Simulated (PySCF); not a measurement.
Structure with atom numbers: `[F:1][C:2]([F:3])([F:4])[CH2:5][SiH3:6]`. Hydrogens are named by the atom that carries them.

PySCF calculation with shielding tensors at PBE0/pcSseg-1 (GIAO) and GFN2-xTB geometry; no solvent model, one computed conformer, no relativistic terms, one averaged value for each set of equivalent atoms.

Predict the 2D correlation tables (HSQC, COSY, HMBC).

Results:



HSQC (one-bond C–H):
```tsv
δH	δC
1.66 (H(C5))	19.6 (C5)
```

COSY cross peaks (H two or three bonds apart, from the bond graph; peaks can be absent where the dihedral angle is near 90°):
```tsv
δH	δH
4.02 (H(Si6))	1.66 (H(C5))
```

HMBC (two and three bonds, from the bond graph):
```tsv
δH	δC
4.02 (H(Si6))	137.1 (C2), 19.6 (C5)
1.66 (H(C5))	137.1 (C2)
```

Scale: ¹H (σref 31.72), ¹³C (σref 186.93) vs TMS (reference shieldings calculated alike).

Shifts are as computed. Against solution values, carbons near 30 ppm lie about +3 ppm off and those near 130 ppm about +5 ppm. Of 1313 compounds with measured shifts, 239 miss one by over three times the rms of a fit or turn the order of signals round; such compounds aren't used in these exercises.
